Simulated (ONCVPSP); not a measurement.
**Ni (Z = 28), ONCV: configuration errors across variants**

ONCVPSP 4.0.1 input, shortened (lines: element, Z, core and valence counts, functional; n l f; lmax; l rc ep ncon nbas qcut; lloc lpopt rc5 dvloc0; l nproj debl; icmod fcfact rcfact), PBE, scalar-relativistic:

```
  Ni 28.00    3    4        4      upf
    1    0    2.00
    2    0    2.00
    2    1    6.00
    3    0    2.00
    3    1    6.00
    3    2    8.00
    4    0    2.00
    2
    0    1.20    0.00    3    7   11.70
    1    1.10    0.00    3    7   12.80
    2    1.70    0.00    3    7    8.00
    4    5    1.05    0.00
    0    2    3.30
    1    1    3.70
    2    1    1.60
    4    0.30    0.00
```

All-electron excitation energies from the reference (eV): (1) 3s2 3p6 3d8 4s1 9.323; (2) 3s2 3p6 3d8 4s0 26.674; (3) 3s2 3p6 3d7 4s0 64.140; (4) 3s1 3p6 3d8 4s2 119.396.

Errors AE − PS in meV (a dash: test not solved or not reliable):

```tsv
change	(1)	(2)	(3)	(4)	bound ghosts	GHOST(+) flags above zero
base	+1.4	+0.6	-32	-977	none	none
p: qcut 10.6	+1.4	+0.6	-32	-980	none	none
p: qcut 13.9	+1.4	+0.6	-32	-977	none	none
p: qcut 16.4	+1.4	+0.6	-32	-985	none	none
p: qcut 19.3	+1.4	+0.6	-32	-990	none	none
```

Question: Give the same row for: p: qcut 8.2.

Answer: +1.4, +0.5, -33, -996; bound ghosts: none; GHOST(+) flags above zero: none.
